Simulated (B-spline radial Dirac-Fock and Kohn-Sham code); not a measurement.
**Two-hole binding energies of Cl²⁺**

System: Cl²⁺, [Ne] 3s2 3p3.

Input file task.json (cfg lists n, l and occupation; rrms is the nuclear radius in fm):

```json
{"items": [{
  "Z": 17,
  "q": 2,
  "cfg": [[1, 0, 2], [2, 0, 2], [2, 1, 6], [3, 0, 2], [3, 1, 3]],
  "A": 35,
  "rrms": 3.3654,
  "do": ["binding", "quiet", "double"]
}]}
```

Launch: `python xray_run.py task.json out`

The computed values come from a radial finite-basis atomic code: Dirac-Fock energy differences between relaxed states, corrected for Breit and QED terms. U is the two-hole binding energy less the two single-hole energies, the effective repulsion of the holes after relaxation. Each two-hole energy is an average over J within one jj subconfiguration.

| holes | E(a) (eV) | E(b) (eV) | E(ab) (eV) | U (eV) |
| --- | --- | --- | --- | --- |
| 1s⁻² | 2863.3 | 2863.3 | 5960.3 | 233.7 |
| 1s⁻¹ 2p3/2⁻¹ | 2863.3 | 238.9 | 3163.0 | 60.9 |
| 2s⁻² | 311.4 | 311.4 | 666.5 | 43.8 |
| 2s⁻¹ 2p3/2⁻¹ | 311.4 | 238.9 | ? | ? |
| 2p3/2⁻¹ 3s⁻¹ | 238.9 | 51.66 | 309.8 | 19.2 |

**Question.** Give the missing two-hole energy and U.

**Answer.** E(ab) = 589.6 eV and U = 39.4 eV.
